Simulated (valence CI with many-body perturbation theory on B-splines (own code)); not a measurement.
## Questions on Ge I

Level of theory: valence CI with perturbative core correlation (CI+MBPT): four valence electrons over a frozen Dirac-Fock core [Ar] 3d10, radial functions for each j: 11 s, 11 p, 9 d, 7 f, 5 g, 2 h, 1 i, with the one-electron correlation potential Σ1 (screened to all orders), the two-electron term Σ2, the three-electron term Σ3, Breit, model QED; selected single and double excitations, second order for the rest, scaled by the run's own slope (own B-spline code, finite nucleus).

Set against measurement, 31 paired levels are off by 127 cm⁻¹ on average, the worst by 262. These come from a selection out of the NIST Handbook of Basic Atomic Spectroscopic Data. Levels without a partner in it may be off by more. Among the levels kept, up to 650 cm⁻¹ of a level comes from second order outside the variational space, and about a tenth of that is noise between levels of different J, which matters for small intervals.

Rates and lifetimes use the calculated energies. Strong lines usually hold to 10 to 20 %, long lifetimes can be off by a factor of two.

Q: What is the ground level?

A: 4s²4p² ³P_0, composition 94 % 4s²4p² ³P.

Q: How is the term ³P of the ground level split?

A: J = 0 at 0.0, J = 1 at 563, J = 2 at 1421 cm⁻¹.

Q: Name the longest-lived excited levels whose lifetime is computed, and their main decay.

A: 4s²4p² ³P_1 at 563 cm⁻¹ lives 312 s, mostly by M1 to 4s²4p² ³P_0; 4s²4p² ³P_2 at 1421 cm⁻¹ lives 119 s, mostly by M1 to 4s²4p² ³P_1; 4s²4p² ¹D_2 at 7107 cm⁻¹ lives 7.01 s, mostly by M1 to 4s²4p² ³P_2.

Q: Among levels below 58484 cm⁻¹, which E1 lines absorb most strongly from the ground level?

A: to 4s²4p4d ³D°_1 at 205.1 nm, f = 0.311; to 4s²4p5s ³P°_1 at 265.7 nm, f = 0.204; to 4s²4p6s ³P°_1 at 192.3 nm, f = 0.0384.

Q: What are the static dipole polarisabilities of the lowest levels?

A: 4s²4p² ³P_0 38.9; 4s²4p² ³P_1 39.7 (tensor -2.0); 4s²4p² ³P_2 40.3 (tensor 3.4); 4s²4p² ¹D_2 44.6 (tensor -9.1) bohr³, of which the core gives 0.763. The recommended value for the atom is 40 ± 1 bohr³ (Schwerdtfeger and Nagle, table of static dipole polarizabilities (2023 update)).
